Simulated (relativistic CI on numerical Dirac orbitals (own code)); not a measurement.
## Slater and spin-orbit integrals, Ar¹⁰⁺

Method of calculation: Dirac-Coulomb-Breit CI, separate exchange-only KLI orbitals for each configuration, model QED (radiative potential, 1s self-energy scaled to tabulated hydrogen-like ionisation energies), unscaled Slater integrals (own radial code, finite nucleus).

Slater integrals F^k, G^k are unscaled and averaged over j, outside the closed core 1s2; ζ comes from projecting the Hamiltonian with its Breit term on Σ l·s of the shell.

- 2s2.2p4: F^2(2p,2p) = 272260, ζ(2p) = 12775 cm⁻¹; <r>(2p) = 0.3472, <r^2>(2p) = 0.1473 (bohr units).
- 2s.2p5: G^1(2s,2p) = 310130, ζ(2p) = 12598 cm⁻¹; <r>(2s) = 0.3923, <r^2>(2s) = 0.181, <r>(2p) = 0.349, <r^2>(2p) = 0.1489 (bohr units).
- 2s2.2p3.3s: F^2(2p,2p) = 279770, ζ(2p) = 13514, G^1(2p,3s) = 25785 cm⁻¹; <r>(2p) = 0.3388, <r^2>(2p) = 0.14, <r>(3s) = 0.9862, <r^2>(3s) = 1.103 (bohr units).

Averages of the first 10 configurations, taken without configuration mixing, which lowers the lowest level and can move excited configurations by several eV; other configurations of the list can lie among them:

| Configuration | Parity | States | Average energy above the lowest level (eV) |
| --- | --- | --- | --- |
| 2s2.2p4 | even | 15 | 5.5 |
| 2s.2p5 | odd | 12 | 74.4 |
| 2p6 | even | 1 | 155.0 |
| 2s2.2p3.3s | odd | 40 | 321.9 |
| 2p5.3s | odd | 12 | 457.8 |
| 2s2.2p3.3p | even | 120 | 339.8 |
| 2p5.3p | even | 36 | 473.9 |
| 2s2.2p3.3d | odd | 200 | 360.8 |
| 2p5.3d | odd | 60 | 494.6 |
| 2s.2p4.3s | even | 60 | 383.8 |
